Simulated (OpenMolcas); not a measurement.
OpenMolcas run: Pd4+

Input:

```
&GATEWAY
Coord
1

Pd 0.0 0.0 0.0
Basis=ANO-RCC-VQZP
Group=XYZ
NoMove
AngMom=0.0 0.0 0.0
AMFI
&SEWARD
&RASSCF
FileOrb=start.orb
Symmetry=1
Spin=5
nActEl=6 0 0
Inactive=9 9
Ras2=5 0
CIRoot=5 5 1
SDav=5
CIMx=300
Iter=120 100
PrWF=0.3
OrbListing=Nothing
MaxOrb=0
Atom
>>> COPY $Project.JobIph JOBPRE
&RASSCF
FileOrb=start.orb
Symmetry=1
Spin=5
nActEl=12 2 0
Inactive=9 6
Ras1=0 3
Ras2=5 0
CIRoot=5 5 1
SDav=35
CIMx=300
Iter=120 100
PrWF=0.3
OrbListing=Nothing
MaxOrb=0
Thrs=2.0e-7 1.0e-1 5.0e-4
Atom
>>> COPY $Project.JobIph JOB001
&RASSCF
FileOrb=start.orb
Symmetry=1
Spin=3
nActEl=12 2 0
Inactive=9 6
Ras1=0 3
Ras2=5 0
CIRoot=45 45 1
SDav=180
CIMx=300
Iter=120 100
PrWF=0.3
OrbListing=Nothing
MaxOrb=0
Thrs=2.0e-7 1.0e-1 5.0e-4
Atom
>>> COPY $Project.JobIph JOB002
&RASSCF
FileOrb=start.orb
Symmetry=1
Spin=1
nActEl=12 2 0
Inactive=9 6
Ras1=0 3
Ras2=5 0
CIRoot=49 49 1
SDav=170
CIMx=300
Iter=120 100
PrWF=0.3
OrbListing=Nothing
MaxOrb=0
Thrs=2.0e-7 1.0e-1 5.0e-4
Atom
>>> COPY $Project.JobIph JOB003
&RASSI
NrOfJobIphs=3 5 45 49
1 2 3 4 5
1 2 3 4 5 6 7 8 9 10 11 12 13 14 15 16 17 18 19 20 21 22 23 24 25 26 27
28 29 30 31 32 33 34 35 36 37 38 39 40 41 42 43 44 45
1 2 3 4 5 6 7 8 9 10 11 12 13 14 15 16 17 18 19 20 21 22 23 24 25 26 27
28 29 30 31 32 33 34 35 36 37 38 39 40 41 42 43 44 45 46 47 48 49
IphNames
JOB001
JOB002
JOB003
EJob
SpinOrbit
DIPRint=1.0
SOCoupling=1000.0
Subsets=2
MEES
Property=10
'ANGMOM' 1 'ANGMOM' 2 'ANGMOM' 3 'MLTPL  1' 1 'MLTPL  1' 2 'MLTPL  1' 3
'AMFI' 1 'AMFI' 2 'AMFI' 3 'MLTPL  2' 6
SOProperty=3
'ANGMOM' 1 'ANGMOM' 2 'ANGMOM' 3
```

Launched by
```bash
OMP_NUM_THREADS=1 MOLCAS_MEM=1689 MOLCAS_PROJECT=a pymolcas a.inp > a.log  # once for each step of the input, in one work folder
```

A driver script runs the steps one by one and writes start.orb anew before each from the orbitals found so far.

Output, cut to the results:

```
--- SEWARD ---
Basis set label: PD.ANO-RCC...8S7P5D3F2G1H.

      Electronic valence basis set:
      ------------------
      Associated Effective Charge  46.000000 au
      Associated Actual Charge     46.000000 au
      Nuclear Model: Point charge

      Shell  nPrim  nBasis  Cartesian Spherical Contaminant
         s      21       8        X
         p      18       7        X
         d      13       5                 X
         f       6       3                 X
         g       4       2                 X
         h       2       1                 X
                  Relativistic Douglas-Kroll-Hess integrals:
                    - DKH order of Hamiltonian: 2
                    - DKH order of Properties : 0
                  Atomic mean-field integrals
--- RASSCF ---
Wave function specifications:
      -----------------------------

      Number of closed shell electrons          30
      Number of electrons in active shells      12
      Max number of holes in RAS1 space          2
      Max nr of electrons in RAS3 space          0
      Number of inactive orbitals               15
      Number of active orbitals                  8
      Number of secondary orbitals              81
      Spin quantum number                      2.0
      State symmetry                             1
Orbital specifications:
      -----------------------

      Symmetry species                           1   2
                                                ag  au
      Frozen orbitals                            0   0
      Inactive orbitals                          9   6
      Active orbitals                            5   3
      RAS1 orbitals                              0   3
      RAS2 orbitals                              5   0
      RAS3 orbitals                              0   0
      Secondary orbitals                        37  44
      Deleted orbitals                           0   0
      Number of basis functions                 51  53
      Number of CSFs                            35
      Number of root(s) required                 5
      Iter CI   SX   CI       RASSCF       Energy    max ROT     max BLB   max BLB  Level Ln srch  Step   QN
          iter iter root      energy       change     param      element    value   shift minimum  type update
 Nr of preliminary CI iterations:   1
      Total energies have been shifted. Add                -5000.00 au
        1   1    7    0   -38.20597636    0.00E+00  -1.53E-02   13  22 1  1.67E-03*  0.00   0.00    SX    NO
        2   1    7    0   -38.20602167   -4.53E-05*  5.72E-04    9  17 1 -8.97E-04*  0.00   0.00    SX    NO
        3   1    7    0   -38.20602230   -6.27E-07*  8.14E-05    9  13 2 -2.73E-04   0.00   0.00    SX    NO
        4   1    7    0   -38.20602241   -1.06E-07   3.41E-05    9  13 2  1.45E-04   0.00   0.00    SX    NO
      Convergence after  4 iterations
        5   1    7    0   -38.20602243   -2.25E-08   3.41E-05    9  13 2 -6.49E-05   0.00   0.00    SX    NO
      Natural orbitals and occupation numbers for root  1
      sym 1:   1.000664   1.001878   1.001567   2.000000   1.001582
      sym 2:   1.997458   1.998433   1.998417
      Natural orbitals and occupation numbers for root  2
      sym 1:   1.000669   1.001878   1.001505   1.001640   2.000000
      sym 2:   1.998494   1.997463   1.998351
      Natural orbitals and occupation numbers for root  3
      sym 1:   1.001878   1.000682   2.000000   1.001439   1.001693
      sym 2:   1.998281   1.998551   1.997477
::    RASSCF root number  1 Total energy:  -5038.20602243
::    RASSCF root number  2 Total energy:  -5038.20602243
::    RASSCF root number  3 Total energy:  -5038.20602243
::    RASSCF root number  4 Total energy:  -5038.20602243
::    RASSCF root number  5 Total energy:  -5038.20602243
--- RASSCF ---
Wave function specifications:
      -----------------------------

      Number of closed shell electrons          30
      Number of electrons in active shells      12
      Max number of holes in RAS1 space          2
      Max nr of electrons in RAS3 space          0
      Number of inactive orbitals               15
      Number of active orbitals                  8
      Number of secondary orbitals              81
      Spin quantum number                      1.0
      State symmetry                             1
Orbital specifications:
      -----------------------

      Symmetry species                           1   2
                                                ag  au
...
--- RASSI ---
SPIN-FREE ENERGIES:
  (Shifted by EMIN (a.u.) =      -5038.2060224290)

 SF State       Relative EMIN(au)   Rel lowest level(eV)    D:o, cm**(-1)      L_eff

     1             0.0000000000        0.0000000000              0.0000         2.0
     2             0.0000000000        0.0000000000              0.0000         2.0
     3             0.0000000000        0.0000000000              0.0000         2.0
     4             0.0000000000        0.0000000000              0.0000         2.0
     5             0.0000000000        0.0000000000              0.0000         2.0
     6             0.0968549907        2.6355585612          21257.2134         1.0
     7             0.0968549907        2.6355585612          21257.2134         1.0
     8             0.0968549907        2.6355585612          21257.2134         1.0
     9             0.1032632381        2.8099358569          22663.6611         5.0
    10             0.1032632381        2.8099358569          22663.6611         5.0
    11             0.1032632381        2.8099358569          22663.6611         5.0
    12             0.1032632381        2.8099358569          22663.6611         5.0
    13             0.1032632381        2.8099358569          22663.6611         5.0
    14             0.1032632381        2.8099358569          22663.6611         5.0
    15             0.1032632381        2.8099358569          22663.6611         5.0
    16             0.1032632381        2.8099358569          22663.6611         5.0
    17             0.1032632381        2.8099358569          22663.6611         5.0
    18             0.1032632381        2.8099358569          22663.6611         5.0
    19             0.1032632381        2.8099358569          22663.6611         5.0
    20             0.1059946231        2.8842606279          23263.1308         3.0
    21             0.1059946231        2.8842606279          23263.1308         3.0
...
```

Levels above the lowest, from the spin-orbit matrix, grouped by J:

```tsv
Configuration	Term	J	E (cm-1)	g	Term weight %	Second
4d6	5D	4	0.0	1.496	98	
4d6	5D	3	2006	1.498	99	
4d6	5D	2	3079	1.498	97	2 3P(1)
4d6	5D	1	3812	1.499	97	3 3P(1)
4d6	5D	0	4153		97	3 3P(1)
4d6	3P(1)	2	20790	1.489	95	2 5D
4d6	3F(1)	4	22433	1.080	46	25 3H
4d6	3H	6	23672	1.162	97	3 1I
4d6	3H	5	23973	1.071	77	23 3G
4d6	3F(1)	3	25008	1.041	85	14 3G
4d6	3F(1)	2	25752	0.679	96	3 1D(1)
4d6	3H	4	25757	0.971	62	37 3F(1)
4d6	3P(1)	1	26543	1.473	94	3 3D
4d6	3P(1)	0	27044		78	20 1S
4d6	3G	5	29078	1.163	77	23 3H
4d6	3G	4	30410	1.051	82	8 3F(1)
4d6	3G	3	30896	0.799	85	14 3F(1)
4d6	3D	2	33894	1.162	89	6 1D(1)
4d6	3D	1	34359	0.533	97	3 3P(1)
4d6	3D	3	34704	1.327	97	
4d6	1G(1)	4	36549	1.004	85	7 3F(1)
4d6	1I	6	36576	1.005	97	3 3H
4d6	1S	0	39326		77	19 3P(1)
4d6	1D(1)	2	42257	1.012	87	7 3D
```

Without dynamic correlation excited terms often stand tens of per cent too high (terms of higher spin than the ground term too low), and those without a measured partner can miss by more than the paired ones. Active for correlation alone: 4p; no level in the range computed is led by a configuration that opens it, so any true level of that kind is missing. Only configurations of the active space appear. The first state left out of the spin-orbit step lies near 100000 cm-1 above the lowest spin-free state of the reference (among the parities and spins computed), and the list stops at four fifths of that energy or lower. The table shows the lowest 24 of 32 levels.

The RASSCF and RASSI steps took 61 s on 1 thread of Arm Neoverse V1, on a shared host; the integral step is not counted.

The term weight is that of the spin-free term in the level, not the purity of its configuration. A number in round brackets counts repeated terms of one configuration in the order of the reference energies.
